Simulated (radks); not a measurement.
Values are calculated unless marked as measured or tabulated.
Task: Species: neutral ruthenium. Configuration: [Kr] 4d7 5s1 (the NIST ground configuration). Level of theory: Dirac Kohn-Sham, AM05, spin-unpolarised, spherical densities, point nucleus; open shells are shared between the two j in proportion to 2j + 1 (a radial shooting solver on a logarithmic mesh with Libxc functionals). Some entries of the table are withheld. Estimate them.

orbital  occ.  eigenvalue (eV)  <r> (bohr)
1s1/2       2        -21898.98     0.03346
2s1/2       2        -3148.576         (1)
2p1/2       2        -2910.408         (2)
2p3/2       4        -2779.737         (3)
3s1/2       2        -553.9573      0.4030
3p1/2       2        -461.5670      0.3960
3p3/2       4        -439.3781      0.4067
3d3/2       4              (4)      0.3822
3d5/2       6              (5)      0.3857
4s1/2       2         -76.1797         (6)
4p1/2       2         -48.6429         (7)
4p3/2       4         -45.2362         (8)
4d3/2     2.8          -5.3832       1.684
4d5/2     4.2          -5.0594       1.713
5s1/2       1          -4.2087       3.370

Result: 
(1) 2s1/2 <r> (bohr): 0.1454
(2) 2p1/2 <r> (bohr): 0.1237
(3) 2p3/2 <r> (bohr): 0.1285
(4) 3d3/2 eigenvalue (eV): -275.5295
(5) 3d5/2 eigenvalue (eV): -271.2014
(6) 4s1/2 <r> (bohr): 1.019
(7) 4p1/2 <r> (bohr): 1.107
(8) 4p3/2 <r> (bohr): 1.139
